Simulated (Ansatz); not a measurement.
Input and output for C₃H₅ClSi (`ClC1=CC[SiH2]1`).

```yaml
crystal:
  periodic: [false, false, false]
  atoms:
    - {symbol: Cl, position_ang: [-0.411466, 0.220775, 2.828835]}
    - {symbol: C, position_ang: [-0.153462, -0.017697, 1.212273]}
    - {symbol: C, position_ang: [0.199380, -1.008113, 0.465781]}
    - {symbol: C, position_ang: [0.103386, -0.807428, -0.871276]}
    - {symbol: Si, position_ang: [-0.238729, 1.082987, -0.357523]}
    - {symbol: H, position_ang: [0.176886, -1.967240, 0.812912]}
    - {symbol: H, position_ang: [1.241412, -0.782712, -1.361416]}
    - {symbol: H, position_ang: [-0.562948, -1.073420, -1.632428]}
    - {symbol: H, position_ang: [0.939026, 2.071650, -0.473451]}
    - {symbol: H, position_ang: [-1.391686, 1.994965, -0.483457]}
basis:
  gaussian: {orbitals: def2-TZVP, fitting: {mean_field: cc-pVTZ-jkfit}}
hamiltonian: {xc: {name: PBE0-DH}}
output: {forces: true}
```

```sh
$ ansatz run in.yaml --threads 4 --pin off --events-out ev --progress --plain --max-ram 10444MiB
```

Shortened log:

```
Functional definition: PBE0-DH
629 factors; integrals over basis functions are off by at most 3.8e-1 eV
mean field evaluation 1: about -23568.4596 eV, gradient 5.7e1 eV
mean field evaluation 2: about -23568.4612 eV, gradient 5.7e1 eV
mean field evaluation 4: about -23575.9684 eV, gradient 5.1e0 eV
mean field evaluation 8: about -23576.0477 eV, gradient 3.8e-2 eV
mean field evaluation 16: about -23576.0480 eV, gradient 2.9e-5 eV
mean field -23576.04797300 eV, -866.4037825883 hartree, gradient 2.5e-6 eV, S^2 0.000000; 0 other end points of the search recorded, 0 dependent functions left out
13 core orbitals not correlated: weight in the atoms' cores, before any rotation towards them, 1.000 or more for the frozen orbitals, at most 0.000 for the correlated occupied ones
reference -23576.04799477 eV, -866.4037833887 hartree; 14, 14 occupied and 170, 170 virtual orbitals, 629 factors
second order -26.36792574 eV of doubles, -0.00000000 eV of singles
Total energy: -23579.34398549 eV, -866.5249088134 hartree
Atom 0 at    -0.411466     0.220775     2.828835 Å, force     0.050825    -0.301746     1.199953 eV/Å
Atom 1 at    -0.153462    -0.017697     1.212273 Å, force    -0.611015     4.270875    -0.819256 eV/Å
Atom 2 at     0.199380    -1.008113     0.465781 Å, force    -1.422435    -3.293879     3.404854 eV/Å
Atom 3 at     0.103386    -0.807428    -0.871276 Å, force     4.662857     5.011608    -6.247243 eV/Å
Atom 4 at    -0.238729     1.082987    -0.357523 Å, force     1.459718     0.048545     1.250106 eV/Å
Atom 5 at     0.176886    -1.967240     0.812912 Å, force     0.903889    -2.871233     1.345405 eV/Å
Atom 6 at     1.241412    -0.782712    -1.361416 Å, force    -2.879148    -0.331939     0.743724 eV/Å
Atom 7 at    -0.562948    -1.073420    -1.632428 Å, force    -1.182716    -1.493363    -0.390480 eV/Å
Atom 8 at     0.939026     2.071650    -0.473451 Å, force    -0.549265    -0.716223    -0.092244 eV/Å
Atom 9 at    -1.391686     1.994965    -0.483457 Å, force    -0.432710    -0.322643    -0.394818 eV/Å
Dipole moment:    -0.066519    -0.113681    -0.341037 e Å
```

It took 5 s on 4 threads of an Intel Xeon on a shared host, with 0.56 GiB of host memory at the peak.
